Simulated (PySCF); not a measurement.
# Stationary points of HYS

Level of theory: PySCF, PBE0, basis Y def2-TZVP with ECP28, S def2-TZVP, H def2-TZVP (scalar-relativistic core potentials, no spin–orbit coupling, density fitting).

Relaxations began from a few typed shapes. The search is not exhaustive: other isomers or separated fragments can lie lower, and high-lying points may rest on an excited occupation.

| spin | group | bonds | angles | imaginary modes (cm⁻¹) | ΔE (kJ/mol) | ΔE with ZPE (kJ/mol) |
| --- | --- | --- | --- | --- | --- | --- |
| singlet | Cs | Y–H 1.980 Å, Y–S 2.283 Å | H–Y–S 110.7° | none | 0.0 | 0.0 |
| singlet | C∞v | Y–H 2.129 Å, Y–S 2.319 Å | H–Y–S 180.0° | 349i, 349i | 55.0 | – |

The lowest minimum found is the singlet Cs: Y–H 1.980 Å, Y–S 2.283 Å; H–Y–S 110.7°.

For the lowest minimum: stability towards spin polarisation was not tested.
